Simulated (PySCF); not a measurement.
Si(Br)(OH)(NH2)2 (BrH5N2OSi), SMILES N[Si](Br)(O)N.

Geometry optimised at PBE0-D3(BJ)/def2-SVP. This is a generated structure with no PubChem entry under its InChIKey; it may be hypothetical. The values are those of a single conformer.

Level of theory: SMD-ωB97X/def2-SVP (PySCF).

Solvation free energies are E(SMD) − E(gas) at the gas-phase geometry, for 1 M in both phases. Bromine has the revised SMD18 radius of 2.60 Å. In vacuum the dipole moment is 1.48 D.

Computed solvation free energies in water, cyclohexanone, chloroform:
```csv
solvent,ΔG(solv) (kcal/mol),its non-electrostatic (CDS) part,dipole (D)
water,-7.7,2.9,1.75
cyclohexanone,-7.3,-0.1,1.81
chloroform,-6.9,-0.5,1.72
```
